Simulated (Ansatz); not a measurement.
A nudged elastic band was laid between two geometries of H4Sn (5 atoms, charge 0, multiplicity 1).

Method: Ansatz 0.2.0, RKS revPBE/def2-SVP.

```
movable images  : 7
climbing image  : yes
spring          : 5.0 eV/Å²
optimiser       : quadratic models (default)
start path      : through a guess of the saddle point
force threshold : 0.03 eV/Å
iteration limit : 60
end points      : relaxed
```

Image 0:

```xyz
5
Properties=species:S:1:pos:R:3
Sn 0.284 0.000 0.201
H 0.284 0.000 1.930
H 1.914 0.000 -0.375
H -0.531 1.411 -0.376
H -0.531 -1.411 -0.376
```

Image 8:

```xyz
5
Properties=species:S:1:pos:R:3
Sn 0.196 0.000 -0.977
H 1.013 0.000 1.322
H 1.662 0.000 0.887
H -0.726 1.289 -0.113
H -0.726 -1.289 -0.113
```

Question: Which bonds break or form, and what moves?

Answer: Bonds broken: Sn1–H2, Sn1–H3. Bonds formed: H2–H3. H4Sn becomes H2 + H2Sn.

Question: Give the energies along the band, and the barrier.

Answer: It converged. The highest image is number 5 of 0 to 8, 1.89 eV above the first end and 1.19 eV above the last; the last end lies 0.70 eV above the first. A vibrational analysis at the climbing image gives one clearly imaginary mode, 1114i cm⁻¹: a first-order saddle point. The orbitals stay closed-shell, which can raise the energy where a bond breaks towards radicals; this wasn't checked here.

```
image  path coordinate (Å)  energy (eV)  Sn1–H2 (Å)  Sn1–H3 (Å)  H2–H3 (Å)
    0                 0.00         0.00        1.73        1.73       2.82
    1                 0.28         0.11        1.71        1.72       2.56
    2                 0.55         0.47        1.70        1.71       2.28
    3                 0.83         1.04        1.74        1.70       2.00
    4                 1.11         1.62        1.82        1.71       1.73
    5                 1.38         1.89        1.93        1.75       1.44
    6                 1.67         1.52        2.03        1.85       1.10
    7                 1.96         0.83        2.20        2.06       0.83
    8                 2.25         0.70        2.44        2.37       0.78
```

Question: What is the geometry of the highest image?

Answer: 
```xyz
5
Properties=species:S:1:pos:R:3:forces:R:3
Sn 0.285 0.000 -0.511 0.01 0.00 0.00
H 0.653 0.000 1.386 0.00 0.00 0.00
H 1.749 0.000 0.451 0.01 0.00 0.00
H -0.633 1.430 -0.161 0.00 0.00 0.00
H -0.633 -1.430 -0.161 0.00 0.00 0.00
```

Question: What are the harmonic wavenumbers there?

Answer: 1114i, 511, 558, 697, 766, 1360, 1792, 1820, 1842 cm⁻¹.

The band took 8 iterations and of the order of 50 core-seconds.

Time of the run: 48 s on 1 thread of Arm Neoverse V1, with other jobs on the host, peak memory 0.089 GiB.
